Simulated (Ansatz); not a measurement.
This geometry of CH$_{5}$BN$_{2}$Se (10 atoms, charge 0, multiplicity 1) is a first-order saddle point.

Level of theory: Ansatz 0.2.0, RKS B3LYP/def2-mTZVP.

```xyz
10
Properties=species:S:1:pos:R:3
N -1.637 0.004 -0.149
C -0.339 -0.487 -0.216
N 0.654 0.115 0.663
B 1.721 0.490 -0.165
Se 0.874 0.007 -1.876
H -1.773 0.986 0.033
H -2.393 -0.612 0.100
H -0.344 -1.574 -0.185
H 0.540 0.089 1.671
H 2.780 0.930 0.126
```

Task: Which two structures does it join? (They come from a converged band through this point; their orientation in space is the band's.)

Result: No bond is made or broken. The height of N1 over the plane of its neighbours goes from 0.33 to -0.32 Å.

Initial state:

```xyz
10
Properties=species:S:1:pos:R:3
N -1.633 -0.032 0.155
C -0.343 -0.526 -0.106
N 0.689 0.076 0.707
B 1.675 0.509 -0.188
Se 0.732 0.016 -1.851
H -1.698 0.972 0.016
H -2.354 -0.499 -0.384
H -0.341 -1.615 -0.094
H 0.625 0.054 1.718
H 2.731 0.993 0.031
```

Final state:

```xyz
10
Properties=species:S:1:pos:R:3
N -1.668 -0.039 -0.271
C -0.335 -0.517 -0.261
N 0.634 0.073 0.674
B 1.684 0.516 -0.135
Se 0.819 0.049 -1.856
H -1.720 0.971 -0.198
H -2.253 -0.475 0.435
H -0.339 -1.604 -0.212
H 0.528 -0.011 1.678
H 2.732 0.985 0.150
```

Task: How far does it lie above each of them?

Result: 4.4 kcal/mol above the first and 0.6 kcal/mol above the second. This is the barrier of this one path; another mechanism may lie lower.

The run took 7 min on 2 threads of Arm Neoverse V2, on a shared host, peak memory 0.34 GiB.
